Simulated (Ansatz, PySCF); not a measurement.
GeF₂Cl₂, SMILES [Cl][Ge]([F])([Cl])[F]. Atoms are numbered in the order given.

```xyz
5

F      0.0000    -1.3720     1.3059
Ge     0.0000     0.0000     0.2707
F      0.0000     1.3720     1.3059
Cl    -1.7696     0.0000    -0.9018
Cl     1.7696     0.0000    -0.9018
```

The structure is a stationary point at B3LYP-D3(BJ)/def2-SVP.

Two levels are set side by side: PBE-D3(BJ)/def2-SVP (Ansatz, a quantum-chemistry and plane-wave program) and B3LYP-D3(BJ)/def2-SVP (Ansatz). Each level has its own optimised geometry; the coordinates shown are those of the second. Frequencies come from the Hessian of PySCF at each geometry. Differences are taken from unrounded values.

| quantity | B3LYP-D3(BJ) | PBE-D3(BJ) | PBE-D3(BJ) minus B3LYP-D3(BJ) |
|---|---|---|---|
| mean bond length (Å) | 1.921 | 1.931 | 0.010 |
| bond F1–Ge2 (Å) | 1.719 | 1.732 | 0.013 |
| bond Ge2–F3 (Å) | 1.719 | 1.732 | 0.013 |
| bond Ge2–Cl4 (Å) | 2.123 | 2.130 | 0.007 |
| bond Ge2–Cl5 (Å) | 2.123 | 2.130 | 0.007 |
| highest harmonic wavenumber (cm⁻¹) | 763 | 739 | -25 |
| mean harmonic wavenumber (cm⁻¹) | 375 | 362 | -12 |
| zero-point energy (kcal/mol) | 4.82 | 4.66 | -0.16 |

GGA bonds tend to be longer and softer than those of functionals with exact exchange. Differences between two approximate levels are no errors against the true value.
